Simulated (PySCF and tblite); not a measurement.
The numbers below are computed, except where a source is named.
System: C₇H₁₄NO (charge +1), numbered as in [CH3:1][O:2][C@@H:3]1[NH2+:4][CH2:5][C@H:6]1[CH:7]1[CH2:8][CH2:9]1.

Motion: shift of H on N4 from N4 to O2. GFN2-xTB gives an electronic barrier of 31.2 kcal/mol and a reaction energy of 18.7 kcal/mol.

Tunnelling of the moving H, left out here, will speed the real process. In real samples such hydrogens mostly exchange between molecules or through solvent, far faster than by this path. DFT energies on a tight-binding saddle of a bond shift can be off by several kcal/mol. The ion is treated without a counter-ion.

(1) What does PBE0/pcSseg-1 + D3(BJ) give on GFN2-xTB geometries?

Programs: tblite and PySCF.

## Answers

(1) A barrier of 36.6 kcal/mol, 5.4 above the tight-binding barrier (from unrounded values), a reaction energy of 19.1 kcal/mol and, with GFN2-xTB thermal terms, ΔG‡(298 K) = 33.4 kcal/mol and k = 2.2×10⁻¹² s⁻¹ (1 equivalent path).
